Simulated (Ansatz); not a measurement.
```yaml
crystal:
  periodic: [false, false, false]
  atoms:
    - {symbol: O, position_ang: [1.410104, 2.505284, 0.149521]}
    - {symbol: Ge, position_ang: [1.623931, 0.902554, -0.581403]}
    - {symbol: O, position_ang: [0.084268, 0.200244, 0.030999]}
    - {symbol: Si, position_ang: [-0.715142, -1.229096, -0.056639]}
    - {symbol: H, position_ang: [0.587200, 2.577255, 0.646618]}
    - {symbol: H, position_ang: [-2.045951, -1.017967, -0.682473]}
    - {symbol: H, position_ang: [0.048560, -2.214682, -0.872720]}
    - {symbol: H, position_ang: [-0.900770, -1.780793, 1.310296]}
basis:
  gaussian: {orbitals: def2-SVPD, nuclear_model: gaussian}
total_charge: -2
hamiltonian: {xc: {name: CAM-B3LYP}}
output: {forces: true}
```

```sh
$ ansatz run in.yaml --threads 4 --pin off --events-out ev --progress --plain --max-ram 10444MiB
```

Output, abridged:

```
Functional definition: CAM-B3LYP
1354 factors; integrals over basis functions are off by at most 1.1e-3 eV
501 factors; integrals over basis functions are off by at most 1.8e-5 eV
mean field evaluation 1: about -68532.6389 eV, gradient 4.4e1 eV
mean field evaluation 2: about -68527.3820 eV, gradient 7.1e1 eV
mean field evaluation 4: about -68535.8981 eV, gradient 2.4e1 eV
mean field evaluation 8: about -68540.9226 eV, gradient 7.0e-1 eV
mean field evaluation 16: about -68540.9305 eV, gradient 5.8e0 eV
mean field evaluation 32: about -68541.0285 eV, gradient 3.5e0 eV
mean field -68541.17691651 eV, -2518.8417928034 hartree, gradient 2.2e-5 eV, S^2 0.000000; 4 other end points of the search recorded, 0 dependent functions left out
reference -68541.17703662 eV, -2518.8417972175 hartree; 34, 34 occupied and 106, 106 virtual orbitals, 1354 factors
Total energy: -68541.17703662 eV, -2518.8417972175 hartree
Atom 0 at     1.410104     2.505284     0.149521 Å, force    -0.709015     2.800707     1.322911 eV/Å
Atom 1 at     1.623931     0.902554    -0.581403 Å, force     2.655233    -2.045841    -2.325602 eV/Å
Atom 2 at     0.084268     0.200244     0.030999 Å, force    -1.917096    -0.880579     1.407846 eV/Å
Atom 3 at    -0.715142    -1.229096    -0.056639 Å, force     0.421272     0.946868    -0.533259 eV/Å
Atom 4 at     0.587200     2.577255     0.646618 Å, force     0.005912    -0.091500    -0.097206 eV/Å
Atom 5 at    -2.045951    -1.017967    -0.682473 Å, force    -0.062380    -0.279801     0.073098 eV/Å
Atom 6 at     0.048560    -2.214682    -0.872720 Å, force    -0.206433    -0.222512     0.002880 eV/Å
Atom 7 at    -0.900770    -1.780793     1.310296 Å, force    -0.187494    -0.227342     0.149331 eV/Å
Dipole moment:     0.394015     0.835826     0.664544 e Å
```

(1) Something in this input is off. What?

## Answers

(1) The charge is far from anything that the molecule holds. Self-consistency was reached. The result belongs to that input, not to the molecule as meant.
